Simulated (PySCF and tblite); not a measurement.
Values are calculated unless marked as measured or tabulated.
Stationary points of CH₄BClO at PBE0-D3(BJ)/def2-SVP, in Å:

Structure A

```
 1 C    -1.110    0.039   -0.101
 2 O     0.179   -0.365    0.295
 3 B     1.277   -0.051   -0.393
 4 Cl    2.827   -0.619    0.210
 5 H    -1.086    0.629   -1.031
 6 H    -1.561    0.644    0.699
 7 H    -1.735   -0.853   -0.257
 8 H     1.242    0.604   -1.407
```

Structure B

```
 1 C    -1.088    0.023   -0.086
 2 O     0.076    0.698   -0.502
 3 B     1.319    0.218   -0.527
 4 Cl    1.708   -1.433   -0.010
 5 H    -1.794   -0.017   -0.927
 6 H    -1.552    0.591    0.734
 7 H    -0.868   -1.000    0.256
 8 H     2.208    0.928   -0.914
```

Structure C

```
 1 C    -1.125    0.188    0.245
 2 O    -0.021   -0.136   -0.540
 3 B     1.307   -0.122   -0.437
 4 Cl    2.163   -1.577    0.106
 5 H    -2.036   -0.126   -0.283
 6 H    -1.183    1.274    0.427
 7 H    -1.089   -0.336    1.215
 8 H     1.985    0.834   -0.734
```

Level: BHandHLYP/pcSseg-1 + D3(BJ) on PBE0-D3(BJ)/def2-SVP stationary points, with GFN2-xTB thermal terms.

Q: Which structure is a saddle point, and along which motion?

A: C: one imaginary mode (305i cm⁻¹ at GFN2-xTB, mostly on O2, C1), along the rotation about the B3–O2 bond (torsion Cl4–B3–O2–C1 from 0° to 180°, rising).

Q: Give their symmetry and energies above the lowest.

A: A Cs, 0.7 kcal/mol; B Cs, 0.0 kcal/mol; C C1, 11.4 kcal/mol.
